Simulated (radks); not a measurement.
Excited configurations of the samarium ion Sm3+: one electron is placed in a higher orbital outside [Xe] 4f4. The ground configuration is [Xe] 4f5. All-electron calculation, non-relativistic Kohn-Sham, r2SCAN, spin-unpolarised, spherical densities, point nucleus; meta-GGA in the generalised Kohn-Sham scheme; relativity is left out, which matters for an element this heavy. Program: a radial shooting solver on a logarithmic mesh with Libxc functionals. Excitation = E - E(ground); binding = E(ion) - E, where the ion is the core of charge +4; n* = 4/sqrt(2 binding) in atomic units, and the quantum defect is n - n*.

outer orbital  excitation (eV)  binding (eV)     n*  quantum defect  <r> (bohr)
5d                      14.065        31.730  2.619           2.381       2.063
6s                      20.103        25.693  2.911           3.089       3.272
6d                      30.645        15.151  3.791           2.209       4.798
6f                      36.833         8.963  4.928           1.072       7.520
7s                      31.592        14.204  3.915           3.085       5.842
7p                      33.581        12.215  4.222           2.778       6.536
7d                      36.430         9.366  4.821           2.179       8.103
7f                      39.526         6.270  5.892           1.108       11.53

The Delta-SCF ionisation energy is 45.796 eV (NIST Atomic Spectra Database: 41.6 eV, semi-empirical). Self-interaction in the functional shifts the binding energies and quantum defects, so they are the method's values and not measured ones. Relativity is left out here, which matters for elements this heavy. Spin polarisation and multiplet splitting are left out, so open shells lie too high by an amount that depends on their filling.

Beside tabulated values, note that spin-unpolarised runs miss the spin-polarisation part of the exchange energy of open shells.
